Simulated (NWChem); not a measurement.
System: AlP2H5O; SMILES [PH2][Al]([OH])[PH2]

Input file for NWChem:

```
start job
memory heap 200 mb stack 900 mb global 1100 mb
geometry units angstroms noautosym nocenter noautoz
  Al     0.358910    -0.014138     0.047856
  O      2.065785    -0.142217     0.189623
  H      2.666093    -0.150490    -0.565880
  P     -0.675825     0.273870    -2.049217
  H      0.046541    -0.780893    -2.683101
  H     -1.801372    -0.542360    -1.734404
  P     -0.761397     0.229926     2.090440
  H     -1.851251    -0.620218     1.739217
  H     -0.016851    -0.799026     2.736573
end
basis spherical
  Al library pcsseg-1
  O library pcsseg-1
  H library pcsseg-1
  P library pcsseg-1
end
dft
  xc kt2
  iterations 150
end
property
  shielding
end
task dft property
```

NWChem printed, in part:

```
             Northwest Computational Chemistry Package (NWChem) 7.3.0
             --------------------------------------------------------

                             Geometry "geometry" -> ""
                             -------------------------

 Output coordinates in angstroms (scale by  1.889725989 to convert to a.u.)

  No.       Tag          Charge          X              Y              Z
 ---- ---------------- ---------- -------------- -------------- --------------
    1 Al                  13.0000     0.35891000    -0.01413800     0.04785600
    2 O                    8.0000     2.06578500    -0.14221700     0.18962300
    3 H                    1.0000     2.66609300    -0.15049000    -0.56588000
    4 P                   15.0000    -0.67582500     0.27387000    -2.04921700
    5 H                    1.0000     0.04654100    -0.78089300    -2.68310100
    6 H                    1.0000    -1.80137200    -0.54236000    -1.73440400
    7 P                   15.0000    -0.76139700     0.22992600     2.09044000
    8 H                    1.0000    -1.85125100    -0.62021800     1.73921700
    9 H                    1.0000    -0.01685100    -0.79902600     2.73657300

 Effective nuclear repulsion energy (a.u.)     241.1978769703

                              NWChem Property Module
                              ----------------------

  itol2e modified to match energy
  convergence criterion.

                                 NWChem DFT Module
                                 -----------------

 Summary of "ao basis" -> "ao basis" (spherical)
 ------------------------------------------------------------------------------
       Tag                 Description            Shells   Functions and Types
 ---------------- ------------------------------  ------  ---------------------
 Al                         pcsseg-1                10       24   4s5p1d
 O                          pcsseg-1                 7       17   3s3p1d
 H                          pcsseg-1                 3        5   2s1p
 P                          pcsseg-1                10       24   4s5p1d

  itol2e modified to match energy
  convergence criterion.

            General Information
            -------------------
          SCF calculation type: DFT
          Wavefunction type:  closed shell.
          No. of atoms     :     9
          No. of electrons :    56
           Alpha electrons :    28
            Beta electrons :    28
          Charge           :     0
          Spin multiplicity:     1
          Use of symmetry is: off; symmetry adaption is: off
          Maximum number of iterations: 150
          AO basis - number of functions:   114
                     number of shells:    52
          Convergence on energy requested:  1.00D-07
          Convergence on density requested:  1.00D-05
          Convergence on gradient requested:  5.00D-04

              XC Information
              --------------
                          KT2 Method XC Functional
                        Slater Exchange Functional  1.072 local
                           KT1 gradient correction  1.000 non-local
            Perdew 1991 LDA Correlation Functional  0.577 local

             Grid Information
             ----------------
          Grid used for XC integration:  fine
          Radial quadrature: Mura-Knowles
          Angular quadrature: Lebedev.
          Tag              B.-S. Rad. Rad. Pts. Rad. Cut. Ang. Pts.
          ---              ---------- --------- --------- ---------
          Al                  1.25      123          10.0       770
          O                   0.60       70          12.0       590
          H                   0.35       60          13.0       590
          P                   1.00      123          13.0       770
          Grid pruning is: on
          Number of quadrature shells:   739
          Spatial weights used:  Erf1

      Superposition of Atomic Density Guess
      -------------------------------------

 Sum of atomic energies:       -1000.34349624

      Non-variational initial energy
      ------------------------------

 Total energy =   -1001.310528
 1-e energy   =   -1864.765896
 2-e energy   =     622.257491
 HOMO         =      -0.263907
 LUMO         =      -0.004432

   convergence    iter        energy       DeltaE   RMS-Dens  Diis-err
 ---------------- ----- ----------------- --------- --------- ---------
 d= 0,ls=0.0,diis     1  -1012.2806394200 -1.25D+03  1.72D-02  1.47D+00
 d= 0,ls=0.0,diis     2  -1011.7793843046  5.01D-01  1.50D-02  5.34D+00
 d= 0,ls=0.0,diis     3  -1012.3444288116 -5.65D-01  3.41D-03  3.94D-01
 d= 0,ls=0.0,diis     4  -1012.3817587953 -3.73D-02  1.73D-03  1.34D-02
 d= 0,ls=0.0,diis     5  -1012.3828349888 -1.08D-03  8.58D-04  6.10D-03
  Resetting Diis
 d= 0,ls=0.0,diis     6  -1012.3839598101 -1.12D-03  1.47D-04  2.61D-04
 d= 0,ls=0.0,diis     7  -1012.3840026570 -4.28D-05  6.66D-05  1.52D-05
 d= 0,ls=0.0,diis     8  -1012.3839972110  5.45D-06  4.03D-05  7.22D-05
 d= 0,ls=0.0,diis     9  -1012.3840045163 -7.31D-06  8.04D-06  8.06D-07
 d= 0,ls=0.0,diis    10  -1012.3840046365 -1.20D-07  1.67D-06  3.47D-08
 d= 0,ls=0.0,diis    11  -1012.3840046411 -4.61D-09  4.77D-07  2.20D-09

         Total DFT energy =    -1012.384004641056
      One electron energy =    -1870.957064260161
           Coulomb energy =      702.220231859181
    Exchange-Corr. energy =      -84.845049210361
 Nuclear repulsion energy =      241.197876970284

 Numeric. integr. density =       55.999997291934

                       DFT Final Molecular Orbital Analysis
                       ------------------------------------

 Vector   26  Occ=2.000000D+00  E=-2.843600D-01
              MO Center=  6.0D-01,  4.2D-02, -4.2D-01, r^2= 4.9D+00
   Bfn.  Coefficient  Atom+Function         Bfn.  Coefficient  Atom+Function
  ----- ------------  ---------------      ----- ------------  ---------------
    35      0.244772  2 O  py                32      0.241672  2 O  py
    50     -0.223300  4 P  s                 61     -0.199128  4 P  py
    64     -0.178514  4 P  py                49     -0.175457  4 P  s
    33     -0.158503  2 O  pz                76      0.158668  6 H  s
    36     -0.154590  2 O  pz                84      0.136392  7 P  s

 Vector   27  Occ=2.000000D+00  E=-2.501186D-01
              MO Center= -3.9D-01,  2.6D-01,  2.1D-01, r^2= 6.4D+00
   Bfn.  Coefficient  Atom+Function         Bfn.  Coefficient  Atom+Function
  ----- ------------  ---------------      ----- ------------  ---------------
    83      0.248063  7 P  s                 98      0.240654  7 P  py
    95      0.235516  7 P  py                84      0.229016  7 P  s
    49      0.214243  4 P  s                 64      0.211362  4 P  py
    61      0.202997  4 P  py                 3     -0.187854  1 Al s
    50      0.159935  4 P  s                 82     -0.157021  7 P  s

 Vector   28  Occ=2.000000D+00  E=-2.200886D-01
              MO Center= -6.3D-01,  3.1D-01,  3.8D-02, r^2= 6.5D+00
   Bfn.  Coefficient  Atom+Function         Bfn.  Coefficient  Atom+Function
  ----- ------------  ---------------      ----- ------------  ---------------
    65      0.272325  4 P  pz                62      0.257536  4 P  pz
    99      0.255291  7 P  pz                96      0.249712  7 P  pz
    98      0.212093  7 P  py                64     -0.210104  4 P  py
    16     -0.200574  1 Al pz                95      0.175607  7 P  py
    61     -0.172680  4 P  py                83      0.152173  7 P  s

[...]

          -----------------------------------------
          Chemical Shielding Tensors (GIAO, in ppm)
          -----------------------------------------

                                NWChem CPHF Module
                                ------------------

  scftype          =     RHF
  nclosed          =       28
  nopen            =        0
  variables        =     2408
  # of vectors     =        3
  tolerance        = 0.10D-03
  level shift      = 0.00D+00
  max iterations   =       50
  max subspace     =       30

 SCF residual:    9.6598003894555782E-006

Iterative solution of linear equations
  No. of variables     2408
  No. of equations        3
  Maximum subspace       30
        Iterations       50
       Convergence  1.0D-04

   iter   nsub   residual    time
   ----  ------  --------  ---------
     1      3    5.57D-06      47.4

      Atom:    1  Al
        Diamagnetic
    799.3738     -0.3889      0.0421
     -0.3889    796.5799     -0.0724
      0.0421     -0.0724    800.8522

        Paramagnetic
   -553.2114     11.6889     -3.1098
     11.6889   -449.7220     -0.4378
     -3.1098     -0.4378   -403.4996

        Total Shielding Tensor
    246.1624     11.3000     -3.0677
     11.3000    346.8579     -0.5102
     -3.0677     -0.5102    397.3526

           isotropic =     330.1243
          anisotropy =     100.9522

          Principal Components and Axis System
                 1           2           3
              397.4258    348.0959    244.8512

      1        -0.0214      0.1097      0.9937
      2        -0.0149      0.9938     -0.1100
      3         0.9997      0.0171      0.0196

      Atom:    2  O
        Diamagnetic
    409.1192     -2.4193     -7.6919
     -2.4193    373.1312     -0.0039
     -7.6919     -0.0039    384.8578

        Paramagnetic
   -170.6859     12.6261     59.8131
     12.6261    -92.0607     -2.3440
     59.8131     -2.3440   -249.4406

        Total Shielding Tensor
    238.4333     10.2068     52.1212
     10.2068    281.0705     -2.3479
     52.1212     -2.3479    135.4172

           isotropic =     218.3070
          anisotropy =      98.9847

          Principal Components and Axis System
                 1           2           3
              284.2968    257.1998    113.4243

      1         0.3202      0.8646     -0.3871
      2         0.9423     -0.3327      0.0365
      3         0.0972      0.3765      0.9213

      Atom:    3  H
        Diamagnetic
     37.6045     -0.9387    -10.8202
     -0.9387     19.8418      0.1952
    -10.8202      0.1952     32.6813

        Paramagnetic
     -3.4275      0.5326      4.2699
      0.5326      2.7449     -0.1625
      4.2699     -0.1625     -6.1588

        Total Shielding Tensor
     34.1769     -0.4061     -6.5504
     -0.4061     22.5867      0.0327
     -6.5504      0.0327     26.5225

           isotropic =      27.7620
          anisotropy =      15.2745

          Principal Components and Axis System
                 1           2           3
               37.9451     22.8674     22.4736

      1         0.8672      0.4159      0.2738
      2        -0.0240     -0.5143      0.8573
      3        -0.4974      0.7500      0.4360

      Atom:    4  P
        Diamagnetic
    969.5337     -0.2733      1.5758
     -0.2733    966.3521      0.0626
      1.5758      0.0626    972.7091

        Paramagnetic
   -356.9736     15.9896    -16.8009
     15.9896   -410.5591     28.2514
    -16.8009     28.2514   -328.0356

        Total Shielding Tensor
    612.5602     15.7163    -15.2251
     15.7163    555.7931     28.3139
    -15.2251     28.3139    644.6735

           isotropic =     604.3422
          anisotropy =      76.8380

          Principal Components and Axis System
                 1           2           3
              655.5676    615.3088    542.1503

      1        -0.2500      0.9304     -0.2682
      2         0.2277      0.3257      0.9176
      3         0.9411      0.1683     -0.2933

      Atom:    5  H
        Diamagnetic
     26.7758     -5.8291     -3.2239
     -5.8291     30.2014      7.0281
     -3.2239      7.0281     30.2228

        Paramagnetic
      1.8631      2.4571      0.3455
      2.4571      0.1361     -1.9904
      0.3455     -1.9904      0.7828

        Total Shielding Tensor
     28.6388     -3.3719     -2.8784
     -3.3719     30.3375      5.0377
     -2.8784      5.0377     31.0056

           isotropic =      29.9940
          anisotropy =      11.7623

          Principal Components and Axis System
                 1           2           3
               37.8355     26.7101     25.4364

      1        -0.4327      0.8315      0.3484
      2         0.6287      0.0014      0.7776
      3         0.6461      0.5556     -0.5234

      Atom:    6  H
        Diamagnetic
     35.0360      7.9831     -0.5816
      7.9831     26.2745     -0.9479
     -0.5816     -0.9479     25.7852

        Paramagnetic
     -0.6745     -2.9227     -0.4536
     -2.9227      1.8662      0.6500
     -0.4536      0.6500      1.9469

        Total Shielding Tensor
     34.3615      5.0604     -1.0352
      5.0604     28.1407     -0.2979
     -1.0352     -0.2979     27.7321

           isotropic =      30.0781
          anisotropy =      10.8418

          Principal Components and Axis System
                 1           2           3
               37.3060     27.6427     25.2857

      1         0.8687      0.0440     -0.4934
      2         0.4832      0.1438      0.8636
      3        -0.1090      0.9886     -0.1036

      Atom:    7  P
        Diamagnetic
    969.4006     -0.0839     -1.8066
     -0.0839    966.2214     -0.1019
     -1.8066     -0.1019    972.6898

        Paramagnetic
   -349.5431     23.7843     24.9047
     23.7843   -401.2498    -26.9602
     24.9047    -26.9602   -322.6898

        Total Shielding Tensor
    619.8575     23.7004     23.0981
     23.7004    564.9716    -27.0621
     23.0981    -27.0621    650.0000

           isotropic =     611.6097
          anisotropy =      79.2984

          Principal Components and Axis System
                 1           2           3
              664.4753    625.0515    545.3022

      1         0.3882      0.8424     -0.3737
      2        -0.1546      0.4592      0.8747
      3         0.9085     -0.2818      0.3085

      Atom:    8  H
        Diamagnetic
     34.2515      8.1951      0.6207
      8.1951     26.5560      1.2059
      0.6207      1.2059     25.7145

        Paramagnetic
     -0.0977     -2.8668      0.6342
     -2.8668      2.0401     -0.7453
      0.6342     -0.7453      2.1066

        Total Shielding Tensor
     34.1538      5.3283      1.2549
      5.3283     28.5961      0.4606
      1.2549      0.4606     27.8211

           isotropic =      30.1903
          anisotropy =      11.0562

          Principal Components and Axis System
                 1           2           3
               37.5611     27.6724     25.3374

      1         0.8489     -0.0569     -0.5255
      2         0.5114     -0.1627      0.8438
      3         0.1336      0.9850      0.1090

      Atom:    9  H
        Diamagnetic
     26.6465     -5.7526      3.1784
     -5.7526     29.6313     -7.0358
      3.1784     -7.0358     30.2878

        Paramagnetic
      1.8533      2.2584     -0.1712
      2.2584      0.0510      1.8362
     -0.1712      1.8362      0.6412

        Total Shielding Tensor
     28.4998     -3.4942      3.0072
     -3.4942     29.6823     -5.1996
      3.0072     -5.1996     30.9291

           isotropic =      29.7037
          anisotropy =      12.1371

          Principal Components and Axis System
                 1           2           3
               37.7951     26.4712     24.8448

      1         0.4421      0.8311      0.3373
      2        -0.6112      0.0039      0.7915
      3         0.6565     -0.5561      0.5097
```

Level: KT2/pcSseg-1, GIAO. All runs use the structure optimised with B3LYP/6-31G* (spherical d). The printed shielding anisotropy is the first printed principal value minus the mean of the other two.
